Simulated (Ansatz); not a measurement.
Program: Ansatz. Geometries: PBE0-D4/def2-TZVP. ΔE: electronic, gas phase. CCSD(T)/CBS is the MP2 limit (def2-TZVPP, def2-QZVPP) plus CCSD(T) − MP2 in def2-TZVPP, frozen cores. This one scheme is used for every species. Functionals use def2-TZVPP. One conformer a species, not always the lowest.

`FC([SiH3])B[SiH3]` + H₂ → `BC(F)[SiH3]` + SiH₄  (hydrogenolysis of a B–Si bond)

```tsv
level	ΔE (kJ/mol)	difference from CCSD(T)/CBS
r2SCAN-D4	-25.1	7.9
ωB97X-V	-37.1	-4.1
PBE	-24.4	8.6
PBE0	-32.2	0.8
HF/def2-TZVPP	-79.4	-46.4
SCS-MP2/def2-TZVPP	-44.3	-11.3
SCS-MP2/def2-QZVPP	-43.0	-10.0
HF/CBS(def2)	-79.8	-46.8
MP2/CBS(def2)	-32.0	1.0
CCSD/CBS(def2)	-40.7	-7.7
CCSD(T)/CBS	-33.0	0
```

Largest T1 diagnostic among the species: 0.014.

From PBE to PBE0 (25 % exact exchange), in def2-TZVPP and without D4, ΔE moves by −7.9 kJ/mol. In def2-TZVPP, CCSD(T) changes the Hartree–Fock value by +43.6 kJ/mol (the triples alone add +7.8 kJ/mol) and MP2 by +44.6 kJ/mol. The D4 term adds +13.6 kJ/mol with B3LYP and +7.6 kJ/mol with PBE0; it sums over pairs of atoms, weighted by their polarisabilities, and B3LYP, whose exchange is more repulsive, gets the larger term.

B3LYP here is the variant with VWN-RPA as its local correlation; programs differ in this.
